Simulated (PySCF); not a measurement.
**Electronic absorption of PAs3SSeSe nortricyclane**

PAs3SSeSe nortricyclane, As3PSSe2.
Bonds: P1–S2, P1–Se5, P1–Se7, S2–As3, As3–As4, As3–As6, As4–Se5, As4–As6, As6–Se7.

Computed, not measured: PySCF, TDDFT wB97X-D/def2-SVPD, vertical, gas phase, core orbitals frozen in the response. Geometry: PBE0-D3(BJ)/def2-SVP, one conformer, isolated molecule. The wB97X-D/def2-SVPD calculation is non-relativistic and has no spin–orbit coupling, an omission that weighs most on arsenic and selenium.

What does the calculation give for the low-lying excited states?

```csv
state,E (eV),E (kJ/mol),λ (nm),f,"main configurations (H = HOMO, L = LUMO)"
S1,3.49,337,354.8,0.0007,H→L (97%)
S2,3.54,342,350.2,0.0001,H-1→L (96%)
S3,3.85,371,322.1,0.0000,H-2→L (92%)
S4,4.44,428,279.2,0.0055,H-3→L (94%)
S5,4.52,436,274.2,0.0000,"H→L+2 (47%), H-1→L+3 (23%), H→L+1 (21%)"
S6,4.56,440,272.1,0.0003,"H-1→L+1 (49%), H→L+3 (32%)"
S7,4.64,448,267.1,0.0000,"H→L+2 (41%), H-1→L+3 (28%), H→L+1 (12%)"
S8,4.75,459,260.9,0.0018,"H-1→L+1 (34%), H→L+3 (31%), H→L+4 (12%)"
S9,4.79,462,258.9,0.0018,"H→L+5 (40%), H-1→L+4 (36%), H-2→L+3 (9%)"
S10,4.81,464,257.8,0.0009,"H-1→L+2 (38%), H→L+4 (22%), H→L+3 (19%)"
```

Triplets, Tamm–Dancoff:

| state | E (eV) | λ (nm) | main configurations (H = HOMO, L = LUMO) |
| --- | --- | --- | --- |
| T1 | 3.22 | 384.9 | H→L (94%) |
| T2 | 3.26 | 380.9 | H-1→L (91%) |
| T3 | 3.57 | 347.7 | H-2→L (87%) |
| T4 | 3.89 | 318.7 | H→L+1 (68%), H→L+2 (12%) |

The lowest singlet comes at 355 nm (337 kJ/mol) in the ultraviolet; it is very weak; its leading configuration is HOMO→LUMO (97%). The most intense listed level is S4 at 4.44 eV (279 nm, f = 0.0055), 0.95 eV above S1. Löwdin shares by element: HOMO arsenic 38% or more, selenium 36% (atoms not listed hold the other 27%); LUMO selenium 35%, arsenic 31% or more (atoms not listed hold the other 34%). Of the 10 states listed, none reaches f = 0.01 and 5 stay under 0.0005. The oscillator strengths of these states sum to 0.011; summed over the whole spectrum of an exact calculation they would give the number of electrons, 198 (Thomas–Reiche–Kuhn). Weighted by f, the mean energy of these states is 4.51 eV. No computed singlet lies in the visible range (380 to 750 nm); the lowest, at 355 nm, stands 0.23 eV above its violet end (3.26 eV); a Tamm–Dancoff triplet lies at 385 nm, without intensity as long as spin–orbit coupling is left out. All these states lie below the vertical ionisation energy of 8.65 eV (ΔSCF). Singlets were solved by full linear response, triplets in the Tamm–Dancoff approximation.

The run took 9.0 min wall (grids of density and orbitals included) on one thread of an Arm Neoverse V1, no GPU, shared host with 64 logical CPUs at a one-minute load of 16, and the process peaked at 1.6 GiB of memory.
